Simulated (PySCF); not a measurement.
Molecule: Cl3Si(SH), Cl₃HSSi.

Atom-mapped SMILES (the numbers label the heavy atoms): `[SH:1][Si:2]([Cl:3])([Cl:4])[Cl:5]`; H(Xn) means a hydrogen on atom n.

Geometry PBE0-D3(BJ)/def2-SVP throughout; GIAO in PySCF 2.14.0 with density-fitted response routines, gas phase, one conformer, non-relativistic; equivalent atoms averaged; functional PBE0.

**Question.** How do the absolute shieldings σ depend on the basis set? (ppm; last column core-seconds on shared hosts with different chips, so compare them loosely)

**Answer.** 
```
    basis set  functions     S1    Si2  Cl3/Cl4/Cl5  H(S1)  core-s
       STO-3G         46  812.8  471.6       1091.7  32.48     2.7
        6-31G         67  614.2  331.0        772.2  31.42     5.2
     pcSseg-0         67  625.5  234.0        774.5  31.24     3.7
       6-31G*         92  610.5  356.0        779.6  30.72     6.8
     def2-SVP         95  649.7  363.0        799.4  30.07     5.7
      cc-pVDZ         95  638.9  380.9        790.8  29.93     6.7
     pcSseg-1        125  593.0  315.9        751.3  29.48     9.6
  aug-cc-pVDZ        144  632.7  396.2        778.9  29.74      12
6-311+G(2d,p)        181  577.9  316.4        742.4  29.72      15
      cc-pVTZ        184  613.2  336.9        767.6  29.71      17
    def2-TZVP        191  576.9  309.8        743.3  29.78      17
     pcSseg-2        229  591.1  316.2        753.3  29.58      20
     IGLO-III        230  589.7  325.3        747.1  29.76      20
```

**Question.** Which nucleus moves most, in ppm?

**Answer.** Cl3/Cl4/Cl5 (chlorine bonded to Si): from 742.4 ppm with 6-311+G(2d,p) to 1091.7 ppm with STO-3G. The smallest spread is 2.99 ppm, at H(S1).

**Question.** Taking the largest basis, IGLO-III (230 functions), as the yardstick, rank the others by their worst heavy-atom deviation.

**Answer.** pcSseg-2 9.1 ppm (229 functions), pcSseg-1 9.4 ppm (125 functions), 6-311+G(2d,p) 11.8 ppm (181 functions), def2-TZVP 15.5 ppm (191 functions), cc-pVTZ 23.5 ppm (184 functions), 6-31G 25.1 ppm (67 functions), 6-31G* 32.5 ppm (92 functions), cc-pVDZ 55.6 ppm (95 functions), def2-SVP 60.0 ppm (95 functions), aug-cc-pVDZ 70.9 ppm (144 functions), pcSseg-0 91.3 ppm (67 functions), STO-3G 344.5 ppm (46 functions).

A small basis that lands close on one nucleus may do so by chance; judge by the trend and by all nuclei.
